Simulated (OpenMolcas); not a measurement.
**Potential curves of AsH⁺: spin-free states**

Calculated with OpenMolcas 26.06: state-averaged CASSCF(3,4) over As 4p, H 1s, XMS-CASPT2 (IPEA 0.25, imaginary shift 0.2 hartree), scalar X2C, ANO-RCC-VTZP, then RASSI spin–orbit state interaction with atomic mean-field integrals. C2 symmetry about the axis (a holds Σ, Δ, Γ; b holds Π, Φ, H; Σ⁺ and Σ⁻ are not told apart); roots by multiplicity and irrep: 2b 2, 4a 1, 2a 4.

XMS-CASPT2 energies in eV from the lowest point. Curves are followed by energy order within each symmetry, so they are adiabatic and may change character at avoided crossings; Σ⁺ and Σ⁻ are counted together.

```tsv
R (Å)	(1)2Π	(1)4Σ	(1)2Σ	(1)2Δ	(2)2Σ
1.468	0.034	1.917	3.510	3.561	4.666
1.537	0.000	1.822	3.283	3.454	4.515
1.614	0.044	1.787	3.110	3.376	4.404
1.691	0.160	1.811	2.991	3.347	4.326
1.798	0.379	1.911	2.881	3.327	4.247
1.937	0.758	2.059	2.802	3.365	4.173
2.152	1.343	2.273	2.762	3.449	4.083
2.459	2.031	2.531	2.788	3.616	3.983
2.920	2.635	2.796	2.873	3.807	3.899
3.535	2.882	2.955	2.955	3.943	3.873
```

Only roots inside an energy window near the equilibrium distance were included, so the list of states is not complete; labels number the states computed. Each spin and symmetry block has orbitals of its own, averaged over its own roots, so gaps between blocks are less sure than gaps within one and near the minimum can be off by tenths of an eV, in bad cases by more. No Rydberg orbitals are active, so Rydberg states, and σ→σ* states whose orbital the CASSCF left unused, can be missing between those listed. CASPT2 splits the two components of degenerate states numerically, here by up to 7 cm⁻¹. At stretched bonds a block can hold a wrong CASSCF solution and miss its lowest state; points past a visible jump are left out. No roots were computed in block 4b (none fell in the window or the block failed), so states of that kind are missing and can lie low or lowest. Points that failed a check (symmetry, reference weights, a jump) are left out.
